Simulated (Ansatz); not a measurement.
`[OH][Al]([Cl])[CH2][SiH3]`, relaxed with RKS PBE0-D4/def2-TZVP in Ansatz from a PBE-D4/def2-SVP geometry. The force threshold is 0.005 eV/Å; the program also tests the step.

Total charge 0; spin multiplicity 1.

Start:

```xyz
11

O     1.323    0.094   -2.344
Al    1.181    0.486   -0.681
Cl    2.008    2.306    0.035
C     0.244   -0.743    0.494
Si   -1.510   -0.185    0.927
H     1.756    0.678   -2.986
H     0.818   -0.857    1.440
H     0.201   -1.734   -0.006
H    -2.311    0.042   -0.332
H    -1.469    1.114    1.687
H    -2.241   -1.202    1.767
```

Q: How much energy does the relaxation release, and in how many steps? (Best estimate.)

A: Ansatz gave: 0.05 eV, in 16 steps.

Q: Which bonds change most? (An estimate is asked.)

A: Computed: O1–Al2 from 1.715 to 1.687 Å; Al2–Cl3 from 2.123 to 2.100 Å; C4–Si5 from 1.891 to 1.869 Å; Si5–H11 from 1.508 to 1.488 Å.

Q: Give the relaxed structure. (Best estimate.)

A: Ansatz gave: 
```xyz
11

O     1.268    0.152   -2.329
Al    1.186    0.476   -0.675
Cl    2.114    2.205    0.074
C     0.236   -0.725    0.493
Si   -1.508   -0.195    0.905
H     1.708    0.720   -2.958
H     0.793   -0.819    1.431
H     0.200   -1.711    0.018
H    -2.314   -0.068   -0.340
H    -1.495    1.132    1.580
H    -2.188   -1.168    1.801
```
